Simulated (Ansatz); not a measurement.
Computed with frozen-core CCSD(T)/def2-TZVPP // PBE0-D4/def2-TZVP (Ansatz, a program for electronic structure).

Ansatz 0.2 input:
```yaml
crystal:
  periodic: [false, false, false]
  atoms:
    - { symbol: Si, position_ang: [-0.224055, 0.045379, 0.410086] }
    - { symbol: Br, position_ang: [1.888054, -0.391685, -0.101368] }
    - { symbol: H, position_ang: [-0.583579, 1.372988, -0.156164] }
    - { symbol: H, position_ang: [-1.081174, -1.028436, -0.159733] }
basis:
  gaussian: { orbitals: def2-TZVPP }
correlation:
  method: ccsd_t
magnetization:
  spin_polarized: true
  initial_magnetization: 1
```

Output:

```
Functional definition: HF
723 factors; integrals over basis functions are off by at most 6.6e-4 eV
mean field evaluation 1: about -77892.4276 eV, gradient 8.7e0 eV
mean field evaluation 2: about -77892.4313 eV, gradient 8.7e0 eV
mean field evaluation 4: about -77893.3249 eV, gradient 1.8e0 eV
mean field evaluation 8: about -77893.3692 eV, gradient 2.0e-3 eV
mean field evaluation 16: about -77893.3203 eV, gradient 1.8e0 eV
mean field -77893.36917127 eV, -2862.5285190221 hartree, gradient 1.4e-6 eV, S^2 0.754992; 0 other end points of the search recorded, 0 dependent functions left out
14 core orbitals not correlated
reference -77893.36917127 eV, -2862.5285190221 hartree; 12, 11 occupied and 92, 93 virtual orbitals, 723 factors
second order -10.32073376 eV of doubles, -0.00000000 eV of singles
cycle   1  -10.63671907 eV  change   -3.2e-1 eV  update   6.8e-2
cycle   2  -10.94428748 eV  change   -3.1e-1 eV  update   2.3e-2
cycle   3  -10.97416801 eV  change   -3.0e-2 eV  update   1.1e-2
cycle   4  -10.96593451 eV  change    8.2e-3 eV  update   4.4e-3
cycle   5  -10.96814165 eV  change   -2.2e-3 eV  update   2.1e-3
cycle   6  -10.96779473 eV  change    3.5e-4 eV  update   7.9e-4
cycle   7  -10.96794307 eV  change   -1.5e-4 eV  update   2.8e-4
cycle   8  -10.96804571 eV  change   -1.0e-4 eV  update   8.4e-5
cycle   9  -10.96802125 eV  change    2.4e-5 eV  update   3.2e-5
cycle  10  -10.96801524 eV  change    6.0e-6 eV  update   1.1e-5
perturbative correction -0.37141777 eV, -0.0136493515 hartree
Total energy: -77904.70860428 eV, -2862.9452354993 hartree
```

Cost: around 23 core-seconds (rough).
